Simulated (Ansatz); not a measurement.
Molecule: C3Si, charge 0, multiplicity 1. SMILES: [C]1[c+]2[si-2][c+]21
Geometry: optimised at B3LYP-D3(BJ)/def2-TZVP (Ansatz, a program for electronic structure).

CCSD(T) with Ansatz in growing basis sets, 16 correlated electrons. Valence correlation only, unless marked. Open shells are spin-unrestricted. No spin-orbit coupling. No relativistic terms. Costs are ratios of core time to the smallest set, on shared machines of one kind, and rough; they hold the program's checks for lower states.

| basis | functions | cost over smallest | E(corr) (Eh) | electronic atomisation energy (kcal/mol) |
|---|---|---|---|---|
| aug-cc-pV(D+d)Z | 101 | 1× | -0.4868 | 374.3 |
| aug-cc-pV(T+d)Z | 193 | 3× | ? | ? |

What does the step to aug-cc-pV(T+d)Z buy, and how does its cost grow by formal scaling?

Formally CCSD grows as o²v⁴ and (T) as o³v⁴; with o = 8 and v going from 85 to 177 both grow 19-fold in the last step, while integrals and the mean field grow more slowly. That step adds 81.7 mEh of correlation energy and 28.9 kcal/mol to the atomisation energy. Row: E(corr) (Eh) -0.5685, electronic atomisation energy (kcal/mol) 403.2.
